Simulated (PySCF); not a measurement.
## Electron correlation in Mo²⁺ (molybdenum, charge +2)

[Kr] 4d3 5p1, one real determinant (an excited configuration). All numbers are calculated (PySCF 2.14, scalar relativity by spin-free X2C-1e, in x2c-QZVPPall). Frozen: [Kr]; 4 electrons correlated.

| level | correlation energy (mhartree) |
| --- | --- |
| CCSD | -33.97 |
| (T) | -1.05 |
| CCSD(T) | -35.02 |

Diagnostics: T1 = 0.0075, D1 = 0.0204, largest double amplitude 0.100.

Is a single reference adequate?

Mostly. T1 lies below 0.03, but a double amplitude of this size points to a near-degeneracy that CCSD handles and MP2 describes poorly.

The reference is one real determinant that mixes LS terms of this configuration.
